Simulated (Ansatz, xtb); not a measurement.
**F2GeH2NSi: which of two isomers lies lower**

We compare I, `[H]/[Ge]=[N]/[SiH](F)F`, a doublet, with II, `F[Si]1(F)[NH][GeH]1`, a doublet. Both are isolated molecules in the gas phase, relaxed with B3LYP/6-31G*; the shapes shown needn't be the lowest conformers.

I (Å):

```xyz
7

F    -3.7496    0.0173   -1.3766
F    -3.2065   -2.3270   -0.5032
Ge   -1.9340   -2.0490   -4.3047
N    -1.8396   -1.4293   -2.6957
Si   -2.5524   -1.0371   -1.1995
H    -1.5391   -0.4659   -0.2961
H    -0.4348   -1.9155   -4.8734
```

II (Å):

```xyz
7

F    -3.9573   -1.4917   -1.8772
F    -2.8209    0.5777   -0.9604
Ge   -0.5488   -2.0757   -0.9888
N    -2.0982   -1.8991    0.2218
Si   -2.6307   -1.0067   -1.1133
H    -2.5185   -2.5231    0.9035
H    -0.5075   -3.6224   -1.3498
```

Question: Estimate which is lower in electronic energy at CCSD(T)/def2-SVP + ΔMP2/def2-TZVPP, and by roughly how much.

Answer: Too close to call at this level: CCSD(T)/def2-SVP + ΔMP2/def2-TZVPP gives E(II) − E(I) = +1.42 kcal/mol.

Level by level:

| level | geometry | E(II) − E(I) (kcal/mol) | departure from the last row (kcal/mol) | job, with rough time for the two |
| --- | --- | --- | --- | --- |
| B3LYP/6-31G* | B3LYP/6-31G* | +5.01 | +3.58 | optimisation, 68 s |
| HF/def2-SVP | B3LYP/6-31G* | +11.00 | +9.58 | part of the CCSD(T) run |
| MP2/def2-SVP | B3LYP/6-31G* | −4.87 | −6.29 | part of the CCSD(T) run |
| CCSD(T)/def2-SVP | B3LYP/6-31G* | +5.65 | +4.23 | single point |
| CCSD(T)/def2-SVP + ΔMP2/def2-TZVPP | B3LYP/6-31G* | +1.42 |  | single point, 96 s |

As drawn, II has 1 Ge–N, 1 Ge–Si, 1 N–H in place of 1 Ge=N, 1 Si–H. Structure I has no ring, II a 3-membered ring.

MP2/def2-SVP puts the two in the other order. The largest departure from CCSD(T)/def2-SVP + ΔMP2/def2-TZVPP is that of HF/def2-SVP, 9.58 kcal/mol. Levels run at GFN2-xTB geometries aren't shown. The last row adds to CCSD(T) the change of the MP2 difference between the two basis sets, here −4.23 kcal/mol, a large step that makes the value less sure.

With harmonic frequencies from B3LYP/6-31G* (ideal gas, rigid rotor, one conformer each, 298.15 K, 1 atm): on the last row, ΔE + ΔZPE = +3.23 kcal/mol. A mode under 50 cm⁻¹ makes harmonic enthalpies and free energies unreliable, so none is given.

Open shells are spin-unrestricted. The correlated steps freeze 17 core orbitals; the filled d shell of Ge is correlated, in a basis made for valence electrons. Codes used: Ansatz 0.2.0; the last row on 2 threads of Intel(R) Xeon(R) 6975P-C (Granite Rapids) on a shared host.
